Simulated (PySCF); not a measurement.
How methods differ on the ionisation energy of Pb⁴⁴⁺

Pb⁴⁴⁺ [Kr] 4d2 (3F) → Pb⁴⁵⁺ [Kr] 4d1 (2D), as a difference of total energies. Computed with PySCF 2.14 in an uncontracted even-tempered set (18 s from 5.2 bohr⁻², ratio 2.5; 14 p from 6.7 bohr⁻², ratio 2.5; 8 d from 6.7 bohr⁻², ratio 2.5; 4 f from 27 bohr⁻², ratio 2.7; 3 g from 41 bohr⁻², ratio 2.7), with the spin-free X2C one-electron Hamiltonian (Gaussian nucleus). The calculations carry no spin-orbit coupling.

```csv
method,ionisation energy (eV)
UHF,2213.3
BHandHLYP,2214.8
M06-2X,2215.0
```

Spin-orbit coupling is strong in these open shells (close to jj coupling). The scalar numbers leave it out and a first-order estimate fails, so it can dominate the gap to the real levels.

Breit and QED terms and the two-electron picture change are absent.

For comparison: 2230 ± 4 eV (theoretical estimate listed by NIST; NIST Atomic Spectra Database, ionization energies).
